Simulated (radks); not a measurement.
Values are calculated unless marked as measured or tabulated.
Ionisation of the gadolinium ion Gd2+, [Xe] 4f7 5d1, to Gd3+, [Xe] 4f7, under several functionals. Scalar-relativistic Kohn-Sham, spin-polarised, spherical densities, finite nucleus; open shells are filled with parallel spins first (spin-orbit coupling, left out, can overturn this in heavy ions); a radial shooting solver on a logarithmic mesh with Libxc functionals.

| functional | E(Gd2+) (hartree) | Exc (hartree) | IE (eV) | -e(HOMO) (eV) | <r> HOMO (bohr) | IE error (eV) |
|---|---|---|---|---|---|---|
| PW91 | -11271.2386 | -249.9346 | 20.433 | 15.826 | 2.329 | -0.107 |
| B86b exchange with PBE correlation | -11270.9310 | -249.6231 | 20.370 | 15.789 | 2.327 | -0.170 |
| AM05 | -11262.6738 | -241.3489 | 20.274 | 15.711 | 2.311 | -0.266 |
| RPBE | -11270.3591 | -249.0524 | 20.292 | 15.681 | 2.333 | -0.248 |
| LDA (Slater exchange, Perdew-Wang correlation) | -11262.3531 | -241.0197 | 20.549 | 15.963 | 2.319 | +0.009 |
| SOGGA | -11265.6166 | -244.2868 | 20.254 | 15.679 | 2.319 | -0.286 |
| exchange-only B88 | -11267.4899 | -246.1331 | 19.497 | 15.009 | 2.372 | -1.043 |

NIST Atomic Spectra Database: 20.54 eV (semi-empirical). Closest: LDA (Slater exchange, Perdew-Wang correlation). The Delta-SCF values span 1.05 eV, the total energies 8.89 hartree. The highest occupied level is 5d. Open shells are spherical and high-spin; term and fine-structure splittings are not resolved. Spin-orbit splitting is averaged out at the scalar-relativistic level.
